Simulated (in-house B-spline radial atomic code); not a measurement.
How numerical settings move a run on Ga⁺, [Ar] 3d10 4s2. Computed with a B-spline radial code for spherical atoms: Dirac-Kohn-Sham BLYP, spherical fractional occupations, Fermi nucleus of rms radius 3.9973 fm.

Command:
```bash
python run_scf.py task.json out
```
Settings of the sound reference run:
```
Z                31
electrons        30
configuration    [Ar] 3d10 4s2
hamiltonian      dirac
method           b88,lyp
spin_polarised   False
nucleus          fermi
rms_radius       3.9973
mass_number      69
atomic_mass      68.92557
speed_of_light   137.036
knot_spacing     0.22
spline_order     8
gauss_points     12
box_radius       35.29
max_iterations   70
damping          0.5
damped_steps     3
diis_vectors     10
tolerance        1e-08
start            Thomas-Fermi
```

Run time, properties included: 2 s on 1 thread of Intel(R) Xeon(R) Platinum 8488C (shared host).

It converges in 10 iterations to -1944.188715 hartree, with 4s1/2 at -16.3665 eV. The other runs change the listed settings, some to values that make no sense; their results aren't properties of the atom or ion. Radii are in bohr (the nuclear one in fm), a minus after a letter asks for a j subshell, and «unchanged» means within 1e-8 hartree. The run stops when the residual is below 10 × tolerance × max(1, Z/10), or a noise floor if that is larger, and the energy moves by less than 1e-8 × √|E| hartree; so very loose and very tight tolerances often act alike.

```tsv
changed settings	outcome
diis_vectors = 2	converged in 11 iterations, energy unchanged, 4s1/2 level +2.0e-06 eV
box_radius = 5.29, first_knot = 3.23e-05, max_iterations = 75, damping = 0.8	converged in 10 iterations, energy +1.24e-02 hartree from the reference, 4s1/2 level +4.3e-01 eV (the program warns: 4s1/2 reaches the box edge; 3d3/2 reaches the box edge)
knot_spacing = 0.55	converged in 10 iterations, energy +4.55e-02 hartree from the reference, 4s1/2 level +1.2e-03 eV
first_knot = 0.0968, max_iterations = 3, start = bare nucleus	not converged after 3 iterations, last residual 5.2e-01, last energy +8.29e+00 hartree from the reference
method = hf, speed_of_light = 23.25501	stopped with error: Z/c is past the critical charge
knot_spacing = 0.1	converged in 10 iterations, energy -5.68e-07 hartree from the reference, 4s1/2 level -5.6e-07 eV
knot_spacing = 2	converged in 9 iterations, energy +3.76e+02 hartree from the reference, 4s1/2 level +4.6e+00 eV (the program warns: 4s1/2 reaches the box edge; 1s1/2 reaches the box edge)
knot_spacing = 0.15	converged in 10 iterations, energy -5.62e-07 hartree from the reference, 4s1/2 level -6.3e-07 eV
knot_spacing = 1.4	converged in 9 iterations, energy +1.43e+02 hartree from the reference, 4s1/2 level +1.2e+00 eV (the program warns: 4s1/2 reaches the box edge; 1s1/2 reaches the box edge)
box_radius = 7.06, max_iterations = 60, damping = 0.95	converged in 11 iterations, energy +5.27e-04 hartree from the reference, 4s1/2 level +2.8e-02 eV (the program warns: 4s1/2 reaches the box edge; 3d3/2 reaches the box edge)
max_iterations = 3	not converged after 3 iterations, last residual 5.9e-02, last energy +9.51e-02 hartree from the reference
knot_spacing = 1	converged in 10 iterations, energy +2.29e+01 hartree from the reference, 4s1/2 level +7.0e-01 eV (the program warns: 2s1/2 reaches the box edge; 2p1/2 reaches the box edge)
knot_spacing = 0.3	converged in 10 iterations, energy +4.57e-06 hartree from the reference, 4s1/2 level +9.4e-07 eV
knot_spacing = 0.1, max_iterations = 2, damping = 0.95, tolerance = 0.0001	not converged after 2 iterations, last residual 6.4e-02, last energy +5.19e-01 hartree from the reference
diis_vectors = 1	not converged after 70 iterations, last residual 1.8e+00, last energy +5.02e+01 hartree from the reference
knot_spacing = 0.4	converged in 10 iterations, energy +1.99e-04 hartree from the reference, 4s1/2 level -3.4e-05 eV
diis_vectors = 4	converged in 10 iterations, energy unchanged, 4s1/2 level +7.7e-07 eV
```

Task: What happens with max_iterations = 75, damped_steps = 8, diis_vectors = 20?

Result: Converged in 13 iterations, energy unchanged, 4s1/2 level +2.0e-06 eV.

Task: What happens with max_iterations = 2?

Result: Not converged after 2 iterations, last residual 1.4e-01, last energy +5.19e-01 hartree from the reference.

Task: What happens with knot_spacing = 0.75?

Result: Converged in 10 iterations, energy +1.15e+00 hartree from the reference, 4s1/2 level +1.7e-01 eV (the program warns: 3s1/2 reaches the box edge).

Task: What happens with electrons = 33, configuration = [Ar] 3d10 4s2 5s3, max_iterations = 50?

Result: Stopped with error: shell 5s holds at most 2 electrons.
